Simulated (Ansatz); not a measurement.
Cost and result for the atomization energy of F₃ISi, SMILES `F[Si](F)(F)I` (5 atoms, 4 bonds).

Charge 0, multiplicity 1. Correlated methods include outer-core shells of I, which these sets cover unevenly. I takes the def2 core potential. Geometry: relaxed with PBE0-D4/def2-TZVP. Program: Ansatz. All runs use 2 threads of a server CPU on a shared host. Times are those of one run each, without the atoms' runs, and a repeat can differ threefold. Electronic energies, without spin–orbit coupling; frozen cores. CCSD(T)/CBS adds CCSD(T) − MP2 in def2-TZVPP to the MP2 limit, and its time is that of the two runs behind it. T1 = 0.010. With those shells the extrapolation isn't a true limit. B3LYP takes the VWN-RPA correlation (the form of Gaussian; ORCA's B3LYP/G).

CCSD(T)/CBS is a level of theory with its own doubt, some kJ/mol a heavy atom from the limit and from the frozen cores, so smaller differences don't rank the functionals.

```
                            level  functions  wall time
             revPBE-D4/def2-TZVPP        185      1.7 s
  PBE-D4/def2-TZVPP (with forces)        185      2.3 s
              BHLYP-D4/def2-TZVPP        185      3.2 s
          CAM-B3LYP-D4/def2-TZVPP        185      3.6 s
                 CCSD(T)/def2-SVP         86      4.7 s
B3LYP-D4/def2-TZVPP (with forces)        185      4.8 s
               RPA@PBE/def2-TZVPP        185      4.9 s
            r2SCANh-D4/def2-TZVPP        185      5.5 s
              PBE-QIDH/def2-TZVPP        185      5.5 s
 ωB97M-V/def2-TZVPP (with forces)        185      9.5 s
                   MP2/def2-QZVPP        323       13 s
               CCSD(T)/def2-TZVPP        185       95 s
                CCSD(T)/CBS(def2)          –      110 s
```

(1) What atomization energy does each give, and how far from CCSD(T)/CBS? (Best estimate.)

## Answers

(1) Computed: 
| level | atomization (kcal/mol) | difference from CCSD(T)/CBS | per bond |
| --- | --- | --- | --- |
| revPBE-D4/def2-TZVPP | 478.4 | -17.8 | -4.5 |
| PBE-D4/def2-TZVPP (with forces) | 496.4 | 0.2 | 0.1 |
| BHLYP-D4/def2-TZVPP | 462.2 | -34.0 | -8.5 |
| CAM-B3LYP-D4/def2-TZVPP | 487.8 | -8.4 | -2.1 |
| CCSD(T)/def2-SVP | 437.6 | -58.6 | -14.7 |
| B3LYP-D4/def2-TZVPP (with forces) | 480.7 | -15.5 | -3.9 |
| RPA@PBE/def2-TZVPP | 435.6 | -60.6 | -15.2 |
| r2SCANh-D4/def2-TZVPP | 485.5 | -10.7 | -2.7 |
| PBE-QIDH/def2-TZVPP | 484.8 | -11.4 | -2.9 |
| ωB97M-V/def2-TZVPP (with forces) | 487.9 | -8.3 | -2.1 |
| MP2/def2-QZVPP | 518.3 | 22.1 | 5.5 |
| CCSD(T)/def2-TZVPP | 476.6 | -19.6 | -4.9 |
| CCSD(T)/CBS(def2) | 496.2 | 0.0 | 0.0 |

In def2-TZVPP, CCSD(T) changes the Hartree–Fock value by +116.6 kcal/mol (the triples alone add +9.5 kcal/mol) and MP2 by +146.1 kcal/mol; breaking electron pairs costs correlation energy, which Hartree–Fock lacks. From PBE to PBE0 (25 % exact exchange), in def2-TZVPP and without D4, the atomization energy moves by −14.2 kcal/mol: exact exchange takes away binding that semilocal exchange gives to molecules. At CCSD(T), def2-SVP lies −58.7 kcal/mol from the extrapolated value and def2-TZVPP −19.6 kcal/mol: correlation converges slowly with the basis, and small sets miss more of it in the bonded molecule than in its fragments.

Spin–orbit coupling would lower the free I atoms strongly, and the atomization energy with them, by more than many differences here.
